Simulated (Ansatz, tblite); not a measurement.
Removing and adding an electron: the cluster Zn3Se3 (the lowest singlet isomer of a short search). Charge 0, multiplicity 1. Geometry: PBE-D4/def2-SVP. Ansatz, gas phase; energy differences of separate SCF runs; the oxidised species was run as a doublet alone; the reduced species was run as a doublet alone.

```xyz
6

Zn    0.028    0.574   -1.542
Zn   -0.684    0.895    1.198
Zn    0.656   -1.470    0.344
Se   -1.049    2.362   -0.551
Se   -0.041   -0.919    2.477
Se    1.091   -1.442   -1.926
```

The xTB rows come from tblite. The structure comes from a short search, and lower isomers may exist.

```csv
level,−HOMO (eV),vertical IE (eV),−LUMO (eV),vertical EA (eV),HOMO–LUMO gap (eV),IE − EA (eV),remarks
GFN1-xTB,9.78,12.31,5.67,3.27,4.10,9.03,–
GFN2-xTB,11.53,13.52,8.03,6.10,3.50,7.41,–
PBE-D4/def2-SVP,5.66,–,2.65,0.64,3.01,–,HOMO above zero (-1 doublet)
PBE0-D4/def2-SVP,6.79,8.50,1.94,0.53,4.86,7.97,HOMO above zero (-1 doublet)
```

Relaxing the reduced species (PBE-D4/def2-SVPD) changes its energy by -0.24 eV at PBE-D4/def2-SVP, so the adiabatic electron affinity to this nearest minimum is 0.88 eV. At PBE0-D4/def2-SVP it is 0.82 eV. The highest occupied level of the relaxed charge -1 doublet lies above zero (up to 0.75 eV). By energy differences its removal costs 0.88 eV (each at its own geometry, to the charge 0 singlet, at PBE-D4/def2-SVP); self-interaction error and the lack of diffuse functions both raise the level.  Run but left out: PBE-D4/def2-SVP (charge +1 doublet: an occupied level 0.17 eV above an empty one).   A HOMO above zero means that the electron is unbound at that level or that self-interaction error raises the level; the energy of removing that electron tells which. Raw xTB energy differences between charge states are shifted by several eV; the methods need an empirical correction for them. Sets without diffuse functions give affinities that are too small.
